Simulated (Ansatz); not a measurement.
A nudged elastic band was laid between two geometries of C2H5ClO2Si (11 atoms, charge 0, multiplicity 1).

Theory: RKS PBE/6-31G* (Ansatz).

```json
{
 "movable images": "9",
 "climbing image": "yes",
 "spring": "2.0 to 10.0 eV/Å², energy-weighted",
 "optimiser": "quadratic models (default)",
 "start path": "through a guess of the saddle point",
 "force threshold": "0.03 eV/Å",
 "iteration limit": "60",
 "end points": "relaxed"
}
```

Initial state:

```xyz
11
Properties=species:S:1:pos:R:3
Cl -2.195 -0.635 1.417
C -1.105 -0.150 0.036
C 0.090 -1.140 -0.053
O 1.204 -0.428 -0.617
Si 1.047 1.182 -0.151
O -0.609 1.151 0.225
H -1.757 -0.179 -0.853
H 0.338 -1.513 0.959
H -0.152 -1.998 -0.702
H 1.362 2.087 -1.298
H 1.844 1.567 1.058
```

Final state:

```xyz
11
Properties=species:S:1:pos:R:3
Cl -2.278 -0.954 1.070
C -1.010 -0.012 0.160
C 0.146 -0.971 -0.181
O 1.254 -0.151 -0.667
Si 0.732 1.913 0.047
O -0.485 0.999 0.932
H -1.520 0.350 -0.759
H 0.506 -1.451 0.739
H -0.120 -1.730 -0.934
H 1.133 -0.013 -1.632
H 1.707 1.962 1.246
```

What changes between the two ends?

Bonds broken: Si5–H10. Bonds formed: O4–H10.

What energy profile does the band end with?

The forces met the threshold. The highest image is number 6 of 0 to 10, 66.2 kcal/mol above the first end and 17.3 kcal/mol above the last; the last end lies 48.9 kcal/mol above the first. Neighbouring images differ by up to 1.5 eV, so the band resolves the path poorly. Another band between the same ends (9 images) ends at a top of the same energy, where a vibrational analysis finds 1 clearly imaginary mode. The orbitals stay closed-shell, which can raise the energy where a bond breaks towards radicals; this wasn't checked here.

| image | path coordinate (Å) | energy (kcal/mol) | Si5–H10 (Å) | O4–H10 (Å) |
| --- | --- | --- | --- | --- |
| 0 | 0.00 | 0.0 | 1.49 | 2.61 |
| 1 | 0.63 | 0.7 | 1.50 | 2.59 |
| 2 | 1.27 | 7.3 | 1.49 | 2.34 |
| 3 | 1.90 | 42.8 | 1.52 | 1.77 |
| 4 | 2.11 | 57.5 | 1.56 | 1.57 |
| 5 | 2.26 | 64.1 | 1.61 | 1.43 |
| 6 | 2.38 | 66.2 | 1.67 | 1.30 |
| 7 | 2.53 | 63.6 | 1.76 | 1.16 |
| 8 | 2.69 | 57.7 | 1.91 | 1.05 |
| 9 | 2.92 | 52.1 | 2.17 | 1.00 |
| 10 | 3.34 | 48.9 | 2.59 | 0.98 |

What is the geometry of the highest image?


```xyz
11
Properties=species:S:1:pos:R:3
Cl -2.296 -0.853 1.128
C -1.022 -0.062 0.112
C 0.150 -1.046 -0.121
O 1.291 -0.277 -0.566
Si 0.897 1.597 -0.069
O -0.516 1.069 0.755
H -1.524 0.196 -0.841
H 0.423 -1.525 0.834
H -0.100 -1.812 -0.872
H 0.985 0.646 -1.435
H 1.778 2.011 1.097
```

Run time: 3.5 min on 2 threads of Arm Neoverse V2 (shared host), peak memory 0.15 GiB.
